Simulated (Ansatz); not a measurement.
Isolated molecules relaxed with PBE0-D4/def2-TZVP in Ansatz; ΔE leaves out vibrations. CBS: MP2 limit from def2 TZ/QZ plus the TZ coupled-cluster correction, frozen cores. Functionals use def2-TZVPP. B3LYP here is the variant with VWN-RPA as its local correlation; programs differ in this. For Se outer-core shells are correlated without core-valence functions, which leaves a few kJ/mol of doubt a bond. Scalar relativity is left out up to krypton. One conformer a species, not always the lowest.

Consider the redistribution: `COB(C)[SeH]` + `C[SiH2]N[SiH2]O` → `CB(C)[SeH]` + `CO[SiH2]N[SiH2]O`.

`COB(C)[SeH]`:

Cartesian coordinates in Å:
```
C 1.071 -1.669 0.652
O 0.973 -0.301 0.315
B -0.172 0.276 -0.106
C -0.182 1.800 -0.457
Se -1.795 -0.842 -0.263
H 0.828 -2.300 -0.207
H 0.398 -1.916 1.479
H 2.098 -1.864 0.958
H 0.803 2.247 -0.308
H -0.904 2.341 0.162
H -0.482 1.962 -1.497
H -2.636 0.265 -0.728
```

`C[SiH2]N[SiH2]O`:

Cartesian coordinates in Å:
```
C 2.350 -0.766 -0.148
Si 0.939 0.229 0.556
N -0.383 0.366 -0.555
Si -2.021 -0.081 -0.290
O -2.828 0.880 0.775
H 2.026 -1.779 -0.398
H 2.743 -0.300 -1.057
H 3.170 -0.834 0.571
H 1.457 1.573 0.943
H 0.377 -0.427 1.767
H -0.187 0.787 -1.452
H -2.668 -0.047 -1.629
H -2.106 -1.419 0.334
H -2.868 1.818 0.582
```

`CB(C)[SeH]`:

Z-matrix (Å, degrees):
```
C
B 1 1.567
H 1 1.091 2 115.6
H 1 1.097 2 108.5 3 121.0
H 1 1.095 2 110.5 3 -123.7
C 2 1.564 1 121.6 3 170.7
Se 2 1.936 1 116.4 3 -8.5
H 6 1.091 2 115.3 1 163.5
H 6 1.095 2 111.4 1 38.9
H 6 1.098 2 107.8 1 -76.7
H 7 1.469 2 97.6 1 -178.4
```

`CO[SiH2]N[SiH2]O`:

```xyz
15

C     1.633   -0.621    1.329
O     0.229   -0.770    1.296
Si   -0.557   -1.285   -0.065
N    -0.472   -0.106   -1.311
Si   -0.973    1.538   -1.113
O    -1.259    1.772    0.484
H     1.920   -0.290    2.328
H     2.138   -1.569    1.118
H     1.975    0.125    0.602
H    -1.939   -1.510    0.405
H     0.078   -2.524   -0.589
H     0.068   -0.340   -2.131
H     0.100    2.415   -1.661
H    -2.247    1.865   -1.797
H    -0.694    1.299    1.104
```

```csv
level,ΔE (kcal/mol)
PBE0-D4,5.6
B3LYP-D4,4.8
ωB97X-V,5.0
B2PLYP,5.4
HF/def2-TZVPP,4.5
CCSD(T)/def2-TZVPP,5.1
HF/def2-QZVPP,4.5
CCSD/CBS(def2),4.8
```

(1) What does CCSD(T)/CBS give? (Best estimate.)

Largest T1 diagnostic among the species: 0.011.

Answers

(1) Ansatz gave: +4.9 kcal/mol. The listed levels differ from it by 0.7, -0.1, 0.1, 0.5, -0.4, 0.2, -0.4, -0.1 kcal/mol.

The D4 term adds −1.1 kcal/mol with B3LYP and −0.6 kcal/mol with PBE0; it sums over pairs of atoms, weighted by their polarisabilities, and B3LYP, whose exchange is more repulsive, gets the larger term.
